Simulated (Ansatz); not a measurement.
The cluster MoSe2⁺. The state is a doublet with charge 1. Geometry PBE-D4/def2-TZVP.

```xyz
3

Mo   -0.788    0.393   -0.167
Se    1.227    1.131   -0.728
Se   -0.438   -1.524    0.895
```

In the def2 sets Mo takes a core potential; there is no spin–orbit coupling. At revPBE-D4/def2-TZVP, r2SCAN-D4/def2-TZVP, r2SCANh-D4/def2-TZVP, PBE0-D4/def2-TZVP the charge 1 doublet is spin-contaminated (final ⟨S²⟩ up to 1.19, 0.75 for a pure state). The structure comes from a short search, and lower isomers may exist.

Q: Estimate the α-spin orbital energies around the gap (eV) in Ansatz with LDA (SPW92)/def2-TZVP, revPBE-D4/def2-TZVP, r2SCAN-D4/def2-TZVP, r2SCANh-D4/def2-TZVP, PBE0-D4/def2-TZVP.

A: 
```csv
orbital,LDA (SPW92)/def2-TZVP,revPBE-D4/def2-TZVP,r2SCAN-D4/def2-TZVP,r2SCANh-D4/def2-TZVP,PBE0-D4/def2-TZVP
HOMO−13,-59.77,-59.31,-60.41,-62.18,-64.05
HOMO−12,-59.77,-59.31,-60.41,-62.18,-64.05
HOMO−11,-47.72,-47.76,-49.59,-50.81,-51.41
HOMO−10,-47.59,-47.68,-49.57,-50.79,-51.38
HOMO−9,-47.54,-47.55,-49.37,-50.58,-51.17
HOMO−8,-22.42,-22.03,-22.62,-23.21,-23.86
HOMO−7,-22.15,-21.77,-22.33,-22.90,-23.55
HOMO−6,-13.81,-13.55,-13.97,-14.46,-14.91
HOMO−5,-13.75,-13.50,-13.93,-14.40,-14.84
HOMO−4,-13.44,-13.18,-13.56,-14.01,-14.49
HOMO−3,-13.17,-12.89,-13.25,-13.68,-14.08
HOMO−2,-13.02,-12.73,-13.05,-13.46,-13.85
HOMO−1,-11.46,-11.35,-11.96,-12.44,-12.78
HOMO,-11.42,-11.18,-11.40,-11.68,-12.04
LUMO,-10.55,-10.24,-10.37,-10.06,-9.63
LUMO+1,-9.91,-9.63,-9.77,-9.53,-9.10
LUMO+2,-9.67,-9.38,-9.42,-9.06,-8.63
LUMO+3,-8.50,-8.19,-8.26,-8.00,-7.63
LUMO+4,-7.10,-6.81,-6.66,-6.43,-6.24
LUMO+5,-5.38,-5.17,-4.99,-4.71,-4.49
β HOMO,-11.53,-11.30,-11.64,-12.05,-12.43
β LUMO,-10.10,-9.75,-9.53,-8.95,-8.53
```
